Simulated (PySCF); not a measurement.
**V²⁺ (vanadium, charge +2) across methods**

[Ar] 3d2 4p1, one real determinant (an excited configuration). All numbers are calculated (PySCF 2.14, the spin-free X2C one-electron Hamiltonian (Gaussian nucleus), in aug-cc-pVQZ-DK (9s8p6d4f3g2h, 140 functions)).

```tsv
method	E (hartree)	mean ε 3p β (eV)	mean ε 3d α (eV)	mean ε 4p α (eV)	Σ⟨r²⟩ (bohr²)	⟨S²⟩
PBE0	-947.801	-69.319	-31.511	-16.676	24.20	3.751
LDA	-945.757	-66.508	-29.059	-16.084	24.02	3.750
BHandHLYP	-948.006	-71.969	-33.882	-17.102	24.29	3.751
B97-3	-947.890	-69.512	-31.561	-16.592	24.20	3.751
UHF	-947.05956	-76.518	-38.088	-18.044	24.82	3.753
r2SCAN	-947.963	-67.335	-29.736	-16.085	24.14	3.751
PBEsol	-946.728	-66.354	-28.978	-16.028	24.07	3.750
PBE	-947.763	-66.437	-29.105	-16.071	24.11	3.750
```

⟨L²⟩ = 13.95 against 20 for a pure G term, so this real determinant mixes terms.
